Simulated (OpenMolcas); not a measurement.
**Which level was it?**

CH7AlOSi has 11 atoms, charge 0, and is taken as a singlet. SMILES: `[CH3][AlH][O][SiH3]`. The coordinates come from a PBE0-D4/def2-TZVP relaxation. This is one conformer, not always the lowest.

```xyz
11

C    -1.5161    1.5368   -0.4274
Al   -1.1482   -0.1719    0.4194
O     0.4075   -0.8233    0.3504
Si    1.9607   -1.2208    0.1134
H    -0.7966    1.7742   -1.2149
H    -1.4670    2.3454    0.3109
H    -2.5216    1.5665   -0.8570
H    -2.2265   -1.0181    1.2097
H     2.7315   -1.0466    1.3740
H     2.5735   -0.3599   -0.9363
H     2.0681   -2.6394   -0.3215
```

A calculation with OpenMolcas 26.06 gave:

- total energy: -649.3724 Eh
- dipole moment: 1.18 D
- HOMO energy: -6.44 eV
- LUMO energy: -1.34 eV
- HOMO–LUMO gap: 5.10 eV
- largest force: 1.786 eV/Å

Problem. Which of these levels gave the numbers?
A. revPBE/cc-pVDZ
B. TPSS/cc-pVDZ
C. B3LYP/6-31G* (spherical functions)
D. HF/STO-3G

Solution. A. The others give -649.5537 Eh (B3LYP/6-31G* (spherical functions)), -649.6045 Eh (TPSS/cc-pVDZ), -640.0080 Eh (HF/STO-3G).
